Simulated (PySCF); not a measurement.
A structure optimised at PBE-D3(BJ)/def2-SVPD, used in a PySCF frequency run:

```xyz
7

Ta     0.0000     0.0000     0.0000
F      0.0000     1.9413     0.0000
F      0.0000    -1.9413     0.0000
F      0.0000     0.0000    -1.9413
F      1.9413     0.0000     0.0000
F     -1.9413     0.0000     0.0000
F      0.0000     0.0000     1.9413
```
Charge -1, spin multiplicity 1.

### Question
Write its SMILES, formula and point group.

### Answer
[F][Ta-]([F])([F])([F])([F])[F], F₆Ta, Oh

### Question
What are its rotational constants (standard atomic weights)?

### Answer
1.7646, 1.7646, 1.7646 GHz
